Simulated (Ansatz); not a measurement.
Geometry optimisation, RKS PBE/def2-SVP (Ansatz).

Input file:

```yaml
crystal:
  periodic: [false, false, false]
  atoms:
    - { symbol: B, position_ang: [-0.799364, 0.173235, -0.54471] }
    - { symbol: Br, position_ang: [2.114924, 1.090737, 0.832425] }
    - { symbol: "N", position_ang: [-0.773094, -0.990482, -0.067109] }
    - { symbol: H, position_ang: [1.192513, -0.064044, 0.725079] }
    - { symbol: Cl, position_ang: [-0.918313, 1.717543, -1.240808] }
    - { symbol: H, position_ang: [-0.816666, -1.927089, 0.295124] }
basis:
  gaussian: { orbitals: def2-SVP }
hamiltonian:
  xc: pbe
relax:
  f_tol: 0.03
  max_steps: 50
```

Command:

```bash
$ ansatz run input.yaml --threads 2 --pin off --max-ram 3072MiB --backend cpu --events-out ev --progress --plain --runs-dir out
```

**Question.** Where does it end, and by what steps?

**Answer.** The run converged. After 10 steps the energy has fallen by 0.105 eV; Br2 moved furthest, 0.75 Å.

```
step  energy less start (eV)  largest force component (eV/Å)  accepted
   0                  0.0000                           0.557       yes
   1                 -0.0432                           0.313       yes
   2                 -0.0582                           0.303       yes
   3                 -0.0803                           0.333       yes
   4                 -0.0797                           1.563        no
   5                 -0.0940                           0.278       yes
   6                 -0.1017                           0.095       yes
   7                 -0.1034                           0.267       yes
   8                 -0.1046                           0.057       yes
   9                 -0.1011                           0.346        no
  10                 -0.1050                           0.006       yes
```

```xyz
6
Properties=species:S:1:pos:R:3
B -0.996 0.244 -0.694
Br 2.385 0.511 1.220
N -0.580 -0.752 -0.044
H 1.126 0.015 0.667
Cl -1.469 1.637 -1.538
H -0.466 -1.655 0.389
```

Time of the run: 24 s on 2 threads of Intel(R) Xeon(R) Platinum 8259CL CPU @ 2.50GHz (Skylake/Cascade Lake), on a shared host, peak memory 0.16 GiB.
